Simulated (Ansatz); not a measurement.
Input for Ansatz (a first-principles code): U-PBE0/def2-TZVPP on O2 (SMILES O=O).

Ansatz 0.2 input:
```yaml
crystal:
  periodic: [false, false, false]
  atoms:
    - {symbol: O, position_ang: [0.00000000, -0.00000000, 0.60215214]}
    - {symbol: O, position_ang: [-0.00000000, 0.00000000, -0.60215214]}
basis:
  gaussian:
    orbitals: def2-TZVPP
hamiltonian:
  xc: {name: PBE0}
magnetization: {spin_polarized: true, initial_magnetization: 2}
```

**Question.** What total energy does the run end on?

**Answer.** -150.2354 hartree.
